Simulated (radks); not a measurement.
Charge is removed step by step from the 3s down level of the phosphorus ion P+, starting from [Ne] 3s(up 1, down 1) 3p2. Calculated with a radial shooting solver on a logarithmic mesh with Libxc functionals: non-relativistic Kohn-Sham, r2SCAN, spin-polarised, spherical densities, point nucleus; open shells are filled with parallel spins first; meta-GGA in the generalised Kohn-Sham scheme.

[
 {"removed (e)": "0", "E - E(0) (eV)": "0.000", "eigenvalue (eV)": "-21.886"},
 {"removed (e)": "0.25", "E - E(0) (eV)": "5.745", "eigenvalue (eV)": "-24.064"},
 {"removed (e)": "0.5", "E - E(0) (eV)": "12.026", "eigenvalue (eV)": "-26.170"},
 {"removed (e)": "0.75", "E - E(0) (eV)": "18.820", "eigenvalue (eV)": "-28.151"}
]

The mean slope of the eigenvalue, de/dn, is 8.35 eV per electron.
